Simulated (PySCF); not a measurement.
Isomers of C7H6NP, mass 135.024 u with the commonest isotopes. Method used: B3LYP/def2-SVPD in PySCF (dipole) on a GFN2-xTB geometry, gas phase. One conformer each, none proved a minimum here; rigid rotors.

Task: Order these by rotational constant C, smallest first.
A. `c1cc(C)cc(p1)C#N`
B. `CC1=PC=CC(C#N)=C1`
C. `C#Cc1nccpc1C`

Result: B (746.7 MHz), A (774.4 MHz), C (845.4 MHz).

Task: Order these by rotational constant B, smallest first.
A. `N#Cc1ccpc(C)c1`
B. `Cc1ccpc(C#N)c1`
C. `C#Cc1nccpc1C`

Result: A (1030 MHz), B (1169 MHz), C (1269 MHz).

Task: Order these by rotational constant A, largest first.
A. `Cc1ccpc(C#N)c1`
B. `N#Cc1cc(C)pcc1`
C. `C#Cc1nccpc1C`
D. `CC1=PC=CC=C1C#N`

Result: B (2669 MHz), C (2493 MHz), D (2441 MHz), A (2262 MHz).

| SMILES | point group | Ia (u·Å²) | Ib (u·Å²) | Ic (u·Å²) | κ | μa (D) | μb (D) | μc (D) |
| --- | --- | --- | --- | --- | --- | --- | --- | --- |
| C#Cc1nccpc1C | Cs | 202.73 | 398.18 | 597.79 | -0.49 | 0.25 | 1.14 | 0.00 |
| Cc1ccpc(C#N)c1 | Cs | 223.44 | 432.29 | 652.61 | -0.47 | 5.84 | 0.67 | 0.00 |
| Cc1cc(C#N)ccp1 | Cs | 189.34 | 490.57 | 676.79 | -0.71 | 3.44 | 0.17 | 0.00 |
| Cc1pcccc1C#N | Cs | 207.07 | 404.00 | 607.96 | -0.48 | 3.30 | 0.75 | 0.00 |
